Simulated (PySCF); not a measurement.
ZrOF2, SMILES [F][Zr]([F])=[O], multiplicity 1.

Geometry: B3LYP-D3(BJ)/def2-TZVP. The spin state was assumed, not searched. The def2 effective core potentials stand for the cores of Zr; spin–orbit coupling is left out.

Method: PBE/def2-TZVPD (PySCF).

**Question.** Estimate the frontier levels, gap, dipole moment and polarisability. (An estimate is asked for; the answer gives what the named calculation found.)

**Answer.** 
The highest occupied level is -7.33 eV and the lowest empty level is -3.98 eV. The orbital gap comes out as 3.35 eV and the dipole moment comes out as 4.08 D. The quadrupole, principal values (traceless, Buckingham form, about the centre of nuclear charge) is -7.56, -7.00, 14.55 D·Å, the mean static polarisability is 39.1 bohr³ (5.79 Å³) and the polarisability, principal values comes out as 27.8, 41.0, 48.4 bohr³.
